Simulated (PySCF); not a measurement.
ClH₆NSi₃, SMILES [SiH]1(Cl)[SiH2]N[SiH2]1. Atoms are numbered in the order given.

```xyz
11

Cl    -2.4065     0.3941     0.0000
Si    -0.6448    -0.7101     0.0000
Si     1.0471     0.0472    -1.4499
N      1.9804     0.3890     0.0000
Si     1.0471     0.0472     1.4499
H     -1.0000    -2.1587     0.0000
H      1.6989    -0.9529    -2.3555
H      0.7164     1.2517    -2.2749
H      2.9268     0.7594     0.0000
H      0.7164     1.2517     2.2749
H      1.6989    -0.9529     2.3555
```

Coordinates come from a PBE0-D3(BJ)/def2-SVP optimisation. The structure was generated by enumeration, and PubChem lists no compound with its InChIKey, so it may never have been made.

All values below come from PySCF with HF/def2-TZVP.

ESP charges are fitted to the potential on shells at 1.4 to 2.0 van der Waals radii. Atomic charges (e):

| atom | ESP fit | Löwdin |
|---|---|---|
| Cl1 | -0.16 | 0.16 |
| Si2 | -0.01 | -0.11 |
| Si3 | 0.52 | 0.16 |
| N4 | -0.77 | -0.25 |
| Si5 | 0.52 | 0.16 |
| H6 | 0.00 | -0.05 |
| H7 | -0.12 | -0.06 |
| H8 | -0.12 | -0.06 |
| H9 | 0.37 | 0.16 |
| H10 | -0.12 | -0.06 |
| H11 | -0.12 | -0.06 |

Computed Mayer and Wiberg (Löwdin basis) orders of the bonds:
```
bond     Mayer  Wiberg
-------  -----  ------
Cl1–Si2   1.02    1.75
Si2–Si3   0.94    1.04
Si3–N4    1.04    1.37
Si2–Si5   0.94    1.04
N4–Si5    1.04    1.37
Si2–H6    0.95    0.94
Si3–H7    0.95    0.95
Si3–H8    0.95    0.95
N4–H9     0.91    0.92
Si5–H10   0.95    0.95
Si5–H11   0.95    0.95
```
